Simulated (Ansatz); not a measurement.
Compare A (`B1CCO1`) with its isomer B (`CBC=O`).

Calculated with Ansatz (gas phase, PBE0-D4/def2-TZVP geometries, no zero-point term in ΔE). CBS: MP2 limit from def2 TZ/QZ plus the TZ coupled-cluster correction, frozen cores. Functionals use def2-TZVPP. B3LYP here is the variant with VWN-RPA as its local correlation; programs differ in this. Each species was taken in one conformer, which may not be the lowest.

Question: Which is lower in electronic energy at CCSD(T)/CBS, and by how much? (An estimate is asked.)

Answer: The calculation gave: A, by 118.0 kJ/mol.

Question: Give E(B) − E(A) in kJ/mol with CCSD/def2-TZVPP, BLYP-D4, LDA (SPW92), CCSD(T)/def2-SVP, r2SCAN-D4, B3LYP-D4, MP2/def2-TZVPP. (Estimate.)

Answer: Computed: CCSD/def2-TZVPP 116.0, BLYP-D4 90.0, LDA (SPW92) 145.0, CCSD(T)/def2-SVP 116.5, r2SCAN-D4 112.5, B3LYP-D4 101.6, MP2/def2-TZVPP 124.3. None reverses the order clearly.

Question: Does the order hold for the free energy at 298.15 K (harmonic terms from PBE0-D4)? (Best estimate.)

Answer: The calculation gave: Yes: G(B) − G(A) = +95.6 kJ/mol, for one conformer each.

Largest T1 diagnostic: 0.016.

In def2-TZVPP, CCSD(T) changes the Hartree–Fock value by +22.3 kJ/mol (the triples alone add +0.7 kJ/mol) and MP2 by +29.9 kJ/mol. From r2SCAN to r2SCAN0 (25 % exact exchange), in def2-TZVPP and without D4, E(B) − E(A) moves by +9.8 kJ/mol.
